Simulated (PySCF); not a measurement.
Mo(S)2(OH)(SH) (H2MoOS3), SMILES [OH][Mo](=[S])(=[S])[SH], multiplicity 1.

Coordinates come from a B3LYP-D3(BJ)/def2-SVP optimisation. The spin state was assumed, not searched. The structure was generated by enumeration; whether it is a known compound was not checked. The def2 effective core potentials stand for the cores of Mo; spin–orbit coupling is left out. The values are those of a single conformer.

Computed with TDA-B3LYP/def2-SVPD run with PySCF 2.14.0.

Vertical excitations. The molecule is in vacuum.

Computed lowest excited states:
```tsv
state	energy (eV)	λ (nm)	f	main pairs
S1	2.40	518	0.001	HOMO→LUMO 98 %
S2	2.79	444	0.001	HOMO→LUMO+1 52 %, HOMO−1→LUMO 44 %
S3	3.16	392	0.017	HOMO−1→LUMO 36 %, HOMO−1→LUMO+1 26 %, HOMO→LUMO+1 17 %, HOMO−2→LUMO 7 %
S4	3.28	378	0.024	HOMO−1→LUMO+1 56 %, HOMO→LUMO+1 15 %, HOMO−2→LUMO 8 %
S5	3.60	345	0.005	HOMO−2→LUMO 60 %, HOMO→LUMO+2 16 %, HOMO−4→LUMO 13 %
S6	3.86	322	0.004	HOMO→LUMO+2 72 %
S7	3.88	320	0.003	HOMO−2→LUMO+1 43 %, HOMO−3→LUMO 19 %, HOMO→LUMO+3 10 %, HOMO−3→LUMO+1 9 %
S8	3.90	318	0.002	HOMO−4→LUMO 34 %, HOMO−3→LUMO+1 22 %, HOMO→LUMO+3 17 %, HOMO−3→LUMO 11 %
S9	3.98	312	0.002	HOMO→LUMO+3 51 %, HOMO−2→LUMO+1 26 %, HOMO−3→LUMO+1 10 %
S10	4.04	307	0.001	HOMO−3→LUMO+1 46 %, HOMO−4→LUMO 34 %, HOMO→LUMO+4 12 %
T1	2.09	592	0	HOMO→LUMO 96 %
T2	2.35	527	0	HOMO→LUMO+1 55 %, HOMO−1→LUMO 36 %
T3	2.48	500	0	HOMO−1→LUMO 51 %, HOMO→LUMO+1 41 %
T4	2.76	450	0	HOMO−1→LUMO+1 89 %
```
Triplets are in the Tamm–Dancoff approximation.
